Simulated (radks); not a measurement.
Results of a calculation; reference values are marked as such.
Valence configurations of K (all share [Ar]). Level of theory: scalar-relativistic Kohn-Sham, r2SCAN, spin-polarised, spherical densities, finite nucleus; open shells are filled with parallel spins first; meta-GGA in the generalised Kohn-Sham scheme; Fermi nuclear charge, rms radius 3.4349 fm (a radial shooting solver on a logarithmic mesh with Libxc functionals). Energies are relative to 4s1; eigenvalues in eV for spin up.

4s1: E (eV) 0.000; moment (Bohr magnetons) 1; e(4s) -2.595
4p1: E (eV) 1.597; moment (Bohr magnetons) 1; e(4p) -1.495
3d1: E (eV) 2.580; moment (Bohr magnetons) 1; e(3d) -0.633
4s0.5 4p0.5: E (eV) 0.821; moment (Bohr magnetons) 1; e(4p) -1.250; e(4s) -2.854
3d0.5 4s0.5: E (eV) 1.354; moment (Bohr magnetons) 1; e(3d) -0.414; e(4s) -3.070

NIST lists [Ar] 4s1 as the ground configuration; this level of theory agrees among the configurations tried. The energies are those of spherical high-spin densities, not of single terms.
